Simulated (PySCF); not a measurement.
H₄GeMgO (SMILES [OH][Mg][GeH3]), singlet, at a GFN2-xTB geometry (such geometries of metal compounds can be far from the true shape); CAMB3LYP/cc-pVDZ, polarisability by finite fields (PySCF).

Input for PySCF:
```python
from pyscf import gto, scf, dft

mol = gto.Mole()
mol.atom = '''
    Mg   -0.374688    1.190342   -0.343930
    O    -0.382291    2.346290   -1.571827
    H    -0.398683    3.011940   -2.247794
    Ge    0.211736   -0.976620    0.522188
    H     1.047107   -1.824913   -0.410027
    H     1.036286   -1.049660    1.789384
    H    -0.905672   -1.939961    0.860201
'''
mol.basis = 'cc-pvdz'
mol.charge = 0
mol.spin = 0
mol.verbose = 4
mol.build()

mf = dft.RKS(mol)
mf.xc = 'camb3lyp'
mf.conv_tol = 1e-6
mf.kernel()
h0, z, done = mf.get_hcore(), mol.intor('int1e_r')[2], []
def energy(F):
    f = mf.copy()
    f.scf_summary = {}
    f.get_hcore = lambda *a: h0 + F * z
    e = f.kernel(mf.make_rdm1())
    done.append(f.converged)
    return e
F = 2e-4
alpha = -(energy(F) + energy(-F) - 2 * mf.e_tot) / F**2
print('alpha_zz =', alpha)
```

**Question.** What does PySCF print? Leave out banner, timings and long lists.

**Answer.** 
```
PySCF version 2.14.0

[INPUT] verbose = 4
[INPUT] num. atoms = 7
[INPUT] num. electrons = 56
[INPUT] charge = 0
[INPUT] spin (= nelec alpha-beta = 2S) = 0
[INPUT] symmetry False subgroup None
[INPUT] Mole.unit = angstrom
[INPUT] Symbol           X                Y                Z      unit          X                Y                Z       unit  Magmom
[...]
nuclear repulsion = 201.816374818515
number of shells = 28
number of NR pGTOs = 172
number of NR cGTOs = 79
basis = cc-pvdz
ecp = {}

******** <class 'pyscf.dft.rks.RKS'> ********
method = RKS
initial guess = minao
damping factor = 0
level_shift factor = 0
DIIS = <class 'pyscf.scf.diis.CDIIS'>
diis_start_cycle = 1
diis_space = 8
diis_damp = 0
SCF conv_tol = 1e-06
SCF conv_tol_grad = None
SCF max_cycles = 50
direct_scf = True
direct_scf_tol = 1e-13
XC library pyscf.dft.libxc version 7.1.2
    S. Lehtola, C. Steigemann, M. J. T. Oliveira, and M. A. L. Marques,  SoftwareX 7, 1–5 (2018)
XC functionals = camb3lyp
    T. Yanai, D. P. Tew, and N. C. Handy,  Chem. Phys. Lett. 393, 51 (2004)
radial grids:
    Treutler-Ahlrichs [JCP 102, 346 (1995); DOI:10.1063/1.469408] (M4) radial grids

becke partition: Becke, JCP 88, 2547 (1988); DOI:10.1063/1.454033
pruning grids: <function nwchem_prune>
grids dens level: 3
symmetrized grids: False
atomic radii adjust function: <function treutler_atomic_radii_adjust>
small_rho_cutoff = 0
Set gradient conv threshold to 0.001
Initial guess from minao.
tot grids = 92536
init E= -2354.24668850196
[...]
cycle= 1 E= -2354.63510655614  delta_E= -0.388  |g|= 0.882  |ddm|= 1.98
[...]
cycle= 2 E= -2354.31552656138  delta_E= 0.32  |g|= 1.52  |ddm|= 1.44
[...]
cycle= 3 E= -2354.79528770319  delta_E= -0.48  |g|= 0.0733  |ddm|= 0.948
[...]
cycle= 4 E= -2354.7967807871  delta_E= -0.00149  |g|= 0.0209  |ddm|= 0.0889
[...]
cycle= 5 E= -2354.7969040591  delta_E= -0.000123  |g|= 0.00435  |ddm|= 0.0243
[...]
cycle= 6 E= -2354.7969127201  delta_E= -8.66e-06  |g|= 0.00103  |ddm|= 0.00752
[...]
cycle= 7 E= -2354.79691338116  delta_E= -6.61e-07  |g|= 0.000202  |ddm|= 0.00218
[...]
Extra cycle  E= -2354.79691340145  delta_E= -2.03e-08  |g|= 0.000164  |ddm|= 0.000423
converged SCF energy = -2354.79691340145

******** <class 'pyscf.dft.rks.RKS'> ********
method = RKS
initial guess = minao
damping factor = 0
level_shift factor = 0
DIIS = <class 'pyscf.scf.diis.CDIIS'>
diis_start_cycle = 1
diis_space = 8
diis_damp = 0
SCF conv_tol = 1e-06
SCF conv_tol_grad = None
SCF max_cycles = 50
direct_scf = True
direct_scf_tol = 1e-13
XC library pyscf.dft.libxc version 7.1.2
    S. Lehtola, C. Steigemann, M. J. T. Oliveira, and M. A. L. Marques,  SoftwareX 7, 1–5 (2018)
XC functionals = camb3lyp
    T. Yanai, D. P. Tew, and N. C. Handy,  Chem. Phys. Lett. 393, 51 (2004)
radial grids:
    Treutler-Ahlrichs [JCP 102, 346 (1995); DOI:10.1063/1.469408] (M4) radial grids

becke partition: Becke, JCP 88, 2547 (1988); DOI:10.1063/1.454033
pruning grids: <function nwchem_prune>
grids dens level: 3
symmetrized grids: False
atomic radii adjust function: <function treutler_atomic_radii_adjust>
small_rho_cutoff = 0
Overwritten attributes  get_hcore  of <class 'pyscf.dft.rks.RKS'>
Set gradient conv threshold to 0.001
init E= -2354.79693002449
[...]
cycle= 1 E= -2354.79693093581  delta_E= -9.11e-07  |g|= 0.000662  |ddm|= 0.00359
[...]
Extra cycle  E= -2354.79693097805  delta_E= -4.22e-08  |g|= 0.000678  |ddm|= 0.00098
converged SCF energy = -2354.79693097805

******** <class 'pyscf.dft.rks.RKS'> ********
method = RKS
initial guess = minao
damping factor = 0
level_shift factor = 0
DIIS = <class 'pyscf.scf.diis.CDIIS'>
diis_start_cycle = 1
diis_space = 8
diis_damp = 0
SCF conv_tol = 1e-06
SCF conv_tol_grad = None
SCF max_cycles = 50
direct_scf = True
direct_scf_tol = 1e-13
XC library pyscf.dft.libxc version 7.1.2
    S. Lehtola, C. Steigemann, M. J. T. Oliveira, and M. A. L. Marques,  SoftwareX 7, 1–5 (2018)
XC functionals = camb3lyp
    T. Yanai, D. P. Tew, and N. C. Handy,  Chem. Phys. Lett. 393, 51 (2004)
radial grids:
    Treutler-Ahlrichs [JCP 102, 346 (1995); DOI:10.1063/1.469408] (M4) radial grids

becke partition: Becke, JCP 88, 2547 (1988); DOI:10.1063/1.454033
pruning grids: <function nwchem_prune>
grids dens level: 3
symmetrized grids: False
atomic radii adjust function: <function treutler_atomic_radii_adjust>
small_rho_cutoff = 0
Set gradient conv threshold to 0.001
init E= -2354.79689677839
[...]
cycle= 1 E= -2354.79689771267  delta_E= -9.34e-07  |g|= 0.000462  |ddm|= 0.00356
[...]
Extra cycle  E= -2354.79689779157  delta_E= -7.89e-08  |g|= 0.000186  |ddm|= 0.000748
converged SCF energy = -2354.79689779157
alpha_zz = 49.167942961503286
```
